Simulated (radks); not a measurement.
Problem. Lu16+, configuration [Kr] 4d10 4f9. Calculated with a radial shooting solver on a logarithmic mesh with Libxc functionals: Dirac Kohn-Sham, BLYP, spin-unpolarised, spherical densities, finite nucleus; open shells fill j = l - 1/2 first; Fermi nuclear charge, rms radius 5.37 fm. Some entries of the table are withheld. Estimate them.

orbital,occ.,eigenvalue (eV),<r> (bohr),<r^2> (bohr^2)
1s1/2,2,-63524.34,0.01932,0.0005122
2s1/2,2,-11114.73,0.08124,0.007861
2p1/2,2,-10628.03,0.06739,0.005640
2p3/2,4,-9509.985,0.07501,0.006849
3s1/2,2,-2804.681,0.2121,0.05155
3p1/2,2,-2588.918,0.2019,0.04748
3p3/2,4,-2350.270,0.2161,0.05416
3d3/2,4,(1),0.1897,0.04229
3d5/2,6,(2),0.1941,0.04413
4s1/2,2,(3),0.4718,0.2511
4p1/2,2,(4),0.4770,0.2586
4p3/2,4,(5),0.5067,0.2913
4d3/2,4,-551.7694,0.5198,0.3113
4d5/2,6,-541.0312,0.5293,0.3225
4f5/2,6,-357.0245,(6),0.3676
4f7/2,3,-354.8745,(7),0.3735

Solution. 
(1) 3d3/2 eigenvalue (eV): -1983.168
(2) 3d5/2 eigenvalue (eV): -1931.061
(3) 4s1/2 eigenvalue (eV): -843.5041
(4) 4p1/2 eigenvalue (eV): -754.9517
(5) 4p3/2 eigenvalue (eV): -698.4256
(6) 4f5/2 <r> (bohr): 0.5576
(7) 4f7/2 <r> (bohr): 0.5622
